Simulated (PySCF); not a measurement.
GeH₆O₂Si, SMILES [SiH3][O][GeH2][OH]. The structure is a stationary point at PBE0-D3(BJ)/def2-SVP. This is a generated structure with no PubChem entry under its InChIKey; it may be hypothetical. One conformer was computed; it need not be the lowest.

Give the equilibrium geometry at PBE0-D3(BJ)/def2-SVP (PySCF confirms it by a frequency run) as a Z-matrix. (An estimate is asked for; the answer gives what the named calculation found.)

This is not unique; one that fits is 
```
O
Si 1 1.6610
Ge 1 1.7733 2 134.17
O 3 1.7718 1 108.54 2 -49.22
H 4 0.9633 3 113.26 1 -65.46
H 2 1.4910 1 108.17 3 -159.05
H 2 1.4949 6 108.92 1 120.72
H 2 1.4968 6 109.24 7 118.39
H 3 1.5309 4 104.66 5 176.97
H 3 1.5346 9 116.12 4 124.30
```
